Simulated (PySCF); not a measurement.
Structure from NMR data

Molecular formula: C4H11NO3Si. Simulated spectra:

¹H NMR (400 MHz, computed): δ 10.01 (d, 1H), 4.98 (s, 1H), 3.85 (m, 1H), 3.77 (s, 3H), 1.31 (d, 3H), 0.67 (br s, 2H).

¹³C{¹H} NMR (computed): δ 214.5 (CH), 75.1 (CH), 49.7 (CH3), 20.1 (CH3).

Theoretical values (PySCF 2.14.0 with density-fitted response routines): shielding tensors at PBE0/pcSseg-1 (GIAO), coordinates at the GFN2-xTB level. Relativity neglected, one averaged value for each set of equivalent atoms, no solvent, single conformer.

Shifts are taken against calculated references (same method and geometry level): ¹H, ¹³C vs TMS.

Q: Which candidate is it?
A. CO[Si@@H](N)O[C@@H](C)C=O
B. CN[Si@@H](O)O[C@H](C)C=O
C. C[C@@H](OC=O)O[Si@@H](C)N
D. CO[Si@@H](N)O[C@H](C)C=O

A: D. 

The formula gives 1 degree of unsaturation (no ring in the answer). 4 carbon signals for 4 carbons: no two carbons are equivalent. Carbon types of the structure: 2 × CH, 2 × CH3, leaving 3 H on heteroatoms. δC 214.5: aldehyde carbonyl carbon; low-lying n→π* states of the double bond to the heteroatom give a large paramagnetic term (-282 ppm). δC 75.1: sp3 CH bonded to O, α to a carbonyl; pulled downfield by the heteroatom. δH 10.01: hydrogen on an aldehyde carbonyl carbon; the formyl region, downfield of aromatic protons. δH 3.77: hydrogen on a methyl carbon bonded to O; its carbon carries O, an electronegative neighbour. δH 0.67: hydrogen on a nitrogen bonded to Si; exchangeable, gas-phase position.

The others: CN[Si@@H](O)O[C@H](C)C=O has carbons computed at 212.4, 80.3, 29.4, 19.2; C[C@@H](OC=O)O[Si@@H](C)N has carbons computed at 167.7, 90.6, 25.5, 3.9; CO[Si@@H](N)O[C@@H](C)C=O has carbons computed at 216.1, 75.5, 50.4, 20.1.

OH and NH positions are those of a molecule without intermolecular hydrogen bonds; in solution they move with solvent, concentration and temperature, and exchange usually removes their couplings. Shifts are as computed. Against solution values, carbons near 30 ppm lie about +3 ppm off and those near 130 ppm about +5 ppm. Of 1309 compounds with measured shifts, 239 miss one by over three times the rms of a fit or turn the order of signals round; such compounds aren't used in these exercises. Multiplicities follow the n + 1 count of equivalent neighbours, as no J values were calculated; m marks all less simple cases, F and P coupling included.
